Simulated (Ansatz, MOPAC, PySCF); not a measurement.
Complex: C2H6 (SMILES CC) (first 8 atoms) with C2H6O (SMILES COC); geometry from B3LYP-D3(BJ)/def2-TZVP, rigid monomers moved along the line of their centres of mass till H5···O10 is 2.96 Å.
(charge 0, multiplicity 1):
```tsv
atom	x (Å)	y (Å)	z (Å)
C	-0.3239	0.7615	0.0300
C	0.1725	-0.6803	-0.0351
H	-1.3851	0.8256	-0.2208
H	0.2178	1.3972	-0.6736
H	-0.1888	1.1746	1.0301
H	-0.3752	-1.3199	0.6602
H	1.2313	-0.7461	0.2239
H	0.0506	-1.1033	-1.0346
C	1.1895	-0.3384	4.0862
O	0.1145	0.5566	3.9059
C	-1.1397	-0.0594	4.0933
H	1.1371	-1.1747	3.3776
H	1.2041	-0.7454	5.1060
H	2.1093	0.2179	3.9119
H	-1.2925	-0.8821	3.3828
H	-1.9036	0.6987	3.9278
H	-1.2424	-0.4564	5.1119
```

Monomers are frozen at their geometry in the pair; levels with a basis set take the counterpoise correction. Rows marked so take none.

Rows in 3-21G, 6-31G* carry no dispersion term and start afresh at each structure (6-31G* with six Cartesian d functions). The state that PM3, PM7 reach isn't checked; PM7 holds dispersion and hydrogen-bond terms.

The values were computed with Ansatz (an electronic-structure program) with Gaussian orbitals; MOPAC for PM3, PM7 (differences of heats of formation); PySCF for 3-21G rows, 6-31G* rows, the dispersion terms. 

Other levels give for the interaction energy: PBE/def2-TZVPPD -0.56; B3LYP/def2-TZVPPD 0.12; B3LYP-D3(BJ)/def2-TZVPPD -1.36; wB97M-V/def2-TZVPPD -1.27 kcal/mol.

Q: What do these common cheap choices give for the same quantity: PM3, PM7, HF/6-31G*, HF/6-31G* (no counterpoise), BP86/6-31G* (no counterpoise), B3LYP/3-21G (no counterpoise), B3LYP/6-31G*, M06-2X/6-31G* (no counterpoise)?

A: PM3 -0.34; PM7 -1.18; HF/6-31G* 0.14; HF/6-31G* (no counterpoise) -0.45; BP86/6-31G* (no counterpoise) -0.23; B3LYP/3-21G (no counterpoise) -1.60; B3LYP/6-31G* 0.14; M06-2X/6-31G* (no counterpoise) -1.66 kcal/mol. They span -1.66 to 0.14 kcal/mol.
